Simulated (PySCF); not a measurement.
Input for PySCF: R-B3LYP/3-21G on CH4O (SMILES CO).

```python
from pyscf import gto, scf, dft, mp
from pyscf.data.elements import chemcore

mol = gto.M(
    atom='''
    C    -0.37982261    0.26696467    3.58862546
    O     0.50147967    0.31425943    2.45118975
    H    -0.45193493   -0.74781753    3.98192167
    H    -1.35441082    0.58679068    3.22981234
    H    -0.02963102    0.95437059    4.35862588
    H     1.39913243    0.08243689    2.71651623
    ''',
    basis='3-21g',
    charge=0, spin=0, verbose=3, max_memory=1800)
mf = dft.RKS(mol, xc='b3lyp')
mf.conv_tol = 1e-8
mf.max_cycle = 100
mf.kernel()
if not mf.converged:
    mf = mf.newton().run(mf.mo_coeff, mf.mo_occ)
```

### Question
Give the final energy of this run.

### Answer
-115.0714 hartree.
